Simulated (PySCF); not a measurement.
## SMILES C1=C(OC)OC1=O, C$_{4}$H$_{4}$O$_{3}$

Geometry (Å), atoms numbered from 1 in this order:
```xyz
11

C     1.953    0.321   -0.045
O     0.949   -0.644    0.270
C    -0.283   -0.337    0.026
C    -1.496   -0.956    0.151
C    -2.093    0.235   -0.366
O    -3.092    0.772   -0.673
O    -0.704    0.861   -0.474
H     2.692    0.282    0.754
H     1.520    1.319   -0.120
H     2.419    0.049   -0.994
H    -1.859   -1.900    0.485
```

Level of theory: GIAO HF/pcSseg-1 magnetisability, rotational g tensor and spin-rotation constants, non-relativistic, gas phase (PySCF 2.14.0). Geometry: GFN2-xTB.

**Question.** Give the nuclear spin-rotation constants along the inertial axes (H = +C I·J) beside the isotropic shieldings.

**Answer.** Rotational constants 9.7474, 1.7442, 1.4935 GHz. A star marks the isotopologue with that one atom substituted, in its own axes.
| atom | isotope | Caa (kHz) | Cbb (kHz) | Ccc (kHz) | mean (kHz) | σ (ppm) |
| --- | --- | --- | --- | --- | --- | --- |
| H8 | 1H | -0.080 | -0.189 | -0.074 | -0.114 | 28.0 |
| H9 | 1H | -0.602 | 0.004 | -0.143 | -0.247 | 27.4 |
| H10 | 1H | -0.825 | -0.193 | 0.043 | -0.325 | 28.1 |
| H11 | 1H | -1.048 | 0.105 | -0.189 | -0.377 | 28.3 |
| C1 | 13C* | 1.801 | 0.274 | 0.307 | 0.794 | 138.6 |
| O2 | 17O* | -1.437 | -0.391 | -0.063 | -0.630 | 226.0 |
| C3 | 13C* | 4.683 | 0.860 | 0.325 | 1.956 | -1.8 |
| C4 | 13C* | 2.006 | 0.399 | 0.247 | 0.884 | 129.3 |
| C5 | 13C* | 3.146 | 0.759 | 0.418 | 1.441 | 31.4 |
| O6 | 17O* | -5.576 | -0.760 | -0.148 | -2.162 | -56.6 |
| O7 | 17O* | -2.585 | -0.384 | -0.368 | -1.112 | 98.3 |

For the geometry as given, no vibrational averaging.

**Question.** How do the rotational constants and the g tensor change when H8, H9, H10, H11 are replaced by deuterium?

**Answer.** Constants 8.2550, 1.6010, 1.3642 GHz; g -0.0931, -0.0157, -0.0138, against -0.1093, -0.0167, -0.0146 before.
